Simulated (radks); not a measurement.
Q: The mean radii <r> (bohr) of the occupied orbitals of an atom or ion are listed with their occupations. Method: scalar-relativistic Kohn-Sham, exchange-only LDA, spin-polarised, spherical densities, point nucleus; computed with a radial shooting solver on a logarithmic mesh with Libxc functionals.

orbital  occ.      <r>
1s up       1  0.02783
1s down     1  0.02783
2s up       1   0.1187
2s down     1   0.1187
2p up       3   0.1036
2p down     3   0.1035
3s up       1   0.2926
3s down     1   0.2927
3p up       3   0.2844
3p down     2   0.2845

Name the element and its charge. Open shells, if any, are filled with parallel spins first.

A: Z = 52, tellurium, charge +35: Te35+ in [Ne] 3s2 3p5. The 1s radius gives Z: for a bare nucleus <r> = (2 gamma + 1)/(2Z) with gamma = sqrt(1 - (Z/c)^2), 0.02741 bohr for Z = 52, and screening makes it slightly larger (0.02783 here). The occupations add up to 17, and the charge is Z minus that.
